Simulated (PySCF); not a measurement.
# Excitation energy of As by level of theory

As [Ar] 3d10 4s2 4p3 (4S) → As [Ar] 3d10 4s1 4p3 5s1 (6S), as a difference of total energies. All numbers are calculated (PySCF 2.14, a scalar-relativistic core potential, in aug-cc-pVTZ-PP with one added diffuse shell each of s, d, f type with ECP10MDF (7s5p5d3f, 68 functions)). Correlated levels: valence: 3s2 3p6 3d10 frozen. The calculations carry no spin-orbit coupling.

```csv
method,excitation energy (eV)
UHF,10.915
LDA,13.667
PBE,13.370
PBE0,13.077
r2SCAN,12.986
BP86,13.430
PBEsol,13.304
B3LYP,13.616
M06-L,13.798
MP2 (valence),12.181
SCS-MP2 (valence),12.582
```

Problem. How much does correlation contribute at MP2 (valence)?

Solution. 12.181 − (10.915) = 1.266 eV, measured against UHF.

The upper state lies above the first ionisation limit, but in LS coupling its spin forbids autoionisation to the ground ion. A Rydberg-like electron needs more diffuse functions than a valence basis has.

The promoted electron is Rydberg-like, and one or two diffuse shells describe it only roughly, which tends to raise the upper state.
